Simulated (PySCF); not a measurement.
Changes within a family of molecules, several properties at once.

PySCF, wB97X-D/def2-SVPD, density fitting, gas phase; each molecule at its own GFN2-xTB geometry, one conformer. Singlet excitations by full TDDFT with frozen cores and triplets by Tamm–Dancoff TDDFT. 

Reference: `P#CN1CCCC1`, with HOMO energy -7.45 eV, LUMO energy 1.03 eV, lowest singlet excitation 3.17 eV, lowest triplet excitation 2.85 eV and mean polarisability 92.8 au.

Changes against it:

```csv
molecule,change,Δ HOMO energy (eV),Δ LUMO energy (eV),Δ lowest singlet excitation (eV),Δ lowest triplet excitation (eV),Δ mean polarisability (au)
P#CC1CCC1,N-pyrrolidinyl replaced by cBu,-1.62,-0.26,+1.08,+0.51,-11.0
P#Cn1cccc1,N-pyrrolidinyl replaced by N-pyrrolyl,-1.01,-0.69,+0.45,+0.39,+0.4
NC#P (CH2NP),N-pyrrolidinyl replaced by NH2,-0.58,-0.16,+0.27,+0.24,-46.6
P#Cc1ccsc1,N-pyrrolidinyl replaced by 3-thienyl,-0.87,-1.25,+0.66,-0.16,+13.5
Fc1ccccc1C#P,N-pyrrolidinyl replaced by 2-FC6H4,-1.09,-1.54,+0.74,-0.13,+19.5
CC(C)C#P,N-pyrrolidinyl replaced by iPr,-1.77,-0.23,+1.16,+0.57,-19.4
```

Rows whose labels were lost:

```csv
row,Δ HOMO energy (eV),Δ LUMO energy (eV),Δ lowest singlet excitation (eV),Δ lowest triplet excitation (eV),Δ mean polarisability (au)
P,-3.39,-1.77,+1.06,+0.43,-43.2
Q,-0.86,-1.35,+0.73,-0.13,+30.8
R,-1.68,-1.62,+0.08,-0.31,-27.8
```

**Question.** Which row belongs to which of `C#CC#P` (N-pyrrolidinyl replaced by ethynyl), `Cc1ccccc1C#P` (N-pyrrolidinyl replaced by o-tolyl) and `FC(F)(F)C#P` (N-pyrrolidinyl replaced by CF3)?

**Answer.** P = `FC(F)(F)C#P`, Q = `Cc1ccccc1C#P` and R = `C#CC#P`. P and Q are told apart most clearly by the mean polarisability (-43.2 against +30.8 au); P and R are told apart most clearly by the HOMO energy (-3.39 against -1.68 eV); Q and R are told apart most clearly by the mean polarisability (+30.8 against -27.8 au); Q comes close to the labelled row of `Fc1ccccc1C#P` in every column.

**Question.** Fit a straight line for the change of the HOMO energy against that of the lowest singlet excitation over the labelled rows, and test it on P, Q and R.

**Answer.** Over the 6 labelled rows the slope is -1.25 eV/eV, the intercept -0.25 eV, r = -0.95 and the standard error 0.15 eV. P: predicted -1.57, computed -3.39 eV; Q: predicted -1.16, computed -0.86 eV; R: predicted -0.35, computed -1.68 eV. The mean miss is 1.1 eV, against 1 eV for guessing the labelled rows' mean: the line is of no use for them.
